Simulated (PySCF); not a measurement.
## SiPd: one state, many levels of theory

State: ¹Σ⁺ (singlet), closed shell. Set-up: Si def2-TZVPP, Pd def2-TZVPP with ECP28; scalar-relativistic core potentials (PySCF 2.14). De refers to Si + Pd (4d10) in their high-spin ground configurations, without counterpoise correction. A positive dipole means Si(−)Pd(+).

```json
{"Level": "RHF", "Re (Å)": "2.145", "ωe (cm⁻¹)": "409", "De (eV)": "n/a", "μ (D)": "1.29", "CPU s a point (SCF and correlation, without the integrals)": "0.91"}
{"Level": "RHF-MP2", "Re (Å)": "2.038", "ωe (cm⁻¹)": "568", "De (eV)": "n/a", "μ (D)": "n/a", "CPU s a point (SCF and correlation, without the integrals)": "1.5"}
{"Level": "RHF-SCS-MP2", "Re (Å)": "2.048", "ωe (cm⁻¹)": "548", "De (eV)": "n/a", "μ (D)": "n/a", "CPU s a point (SCF and correlation, without the integrals)": "n/a"}
{"Level": "RHF-CCSD", "Re (Å)": "2.077", "ωe (cm⁻¹)": "502", "De (eV)": "2.63", "μ (D)": "n/a", "CPU s a point (SCF and correlation, without the integrals)": "n/a"}
{"Level": "RHF-CCSD(T)", "Re (Å)": "2.084", "ωe (cm⁻¹)": "500", "De (eV)": "3.21", "μ (D)": "n/a", "CPU s a point (SCF and correlation, without the integrals)": "51"}
{"Level": "PBE", "Re (Å)": "2.102", "ωe (cm⁻¹)": "479", "De (eV)": "3.83", "μ (D)": "-0.37", "CPU s a point (SCF and correlation, without the integrals)": "2.4"}
{"Level": "r²SCAN", "Re (Å)": "2.083", "ωe (cm⁻¹)": "497", "De (eV)": "3.74", "μ (D)": "0.02", "CPU s a point (SCF and correlation, without the integrals)": "4.4"}
{"Level": "TPSSh", "Re (Å)": "2.095", "ωe (cm⁻¹)": "486", "De (eV)": "3.38", "μ (D)": "0.20", "CPU s a point (SCF and correlation, without the integrals)": "5.3"}
{"Level": "PBE0", "Re (Å)": "2.088", "ωe (cm⁻¹)": "486", "De (eV)": "3.04", "μ (D)": "0.13", "CPU s a point (SCF and correlation, without the integrals)": "4.9"}
{"Level": "MN15", "Re (Å)": "2.071", "ωe (cm⁻¹)": "499", "De (eV)": "3.34", "μ (D)": "-0.18", "CPU s a point (SCF and correlation, without the integrals)": "4"}
{"Level": "BHandHLYP", "Re (Å)": "2.093", "ωe (cm⁻¹)": "471", "De (eV)": "2.28", "μ (D)": "0.30", "CPU s a point (SCF and correlation, without the integrals)": "2.3"}
{"Level": "ωB97M-V", "Re (Å)": "2.091", "ωe (cm⁻¹)": "485", "De (eV)": "2.82", "μ (D)": "0.41", "CPU s a point (SCF and correlation, without the integrals)": "10"}
{"Level": "B2PLYP", "Re (Å)": "2.086", "ωe (cm⁻¹)": "500", "De (eV)": "3.37", "μ (D)": "0.38", "CPU s a point (SCF and correlation, without the integrals)": "3.5"}
```

(1) Which functional lies closest to RHF-CCSD(T) in De, which farthest, and by how much do they differ from it?

(2) What does the step from GGA to meta-GGA do here, going from PBE to r²SCAN?

(3) What does second-order correlation do here, going from RHF to RHF-MP2?

Correlated steps freeze 5 core orbitals. The metal atom is held in its measured ground configuration; semilocal functionals can put another filling of s and d lower by some tenths of an eV, and De to that atom would be smaller. These are scalar-relativistic numbers at best; spin–orbit coupling would shift them, the dissociation energy most. Where the molecule has an RHF reference, its open-shell atoms are computed with UHF. B2PLYP dipoles, levels and charges come from its SCF part alone. The CCSD T1 diagnostic is raised, a sign that a single reference may not be enough here.

The whole job (state search and all levels along the bond) took about 9.6 min on 2 threads of Arm Neoverse V1 (shared host), peak memory 3 GiB.

Results:

(1) Closest is MN15 (-1.3 pm in Re, -0.2 % in ωe, +0.13 eV in De against RHF-CCSD(T) in the same basis), farthest BHandHLYP (+0.9 pm in Re, -5.8 % in ωe, -0.93 eV in De). CCSD(T) converges more slowly with the basis than the functionals do and binds too weakly in this one, so the order can change at the basis-set limit.

(2) r²SCAN less PBE: -1.9 pm in Re, +3.8 % in ωe, -0.09 eV in De. 

(3) RHF-MP2 less RHF: -10.7 pm in Re, +38.9 % in ωe. Correlation nearly always deepens the well. The bond shortens, as in weak, metallic or heavy-atom bonds, where dispersion and the correlation of outer-core electrons pull the atoms together.
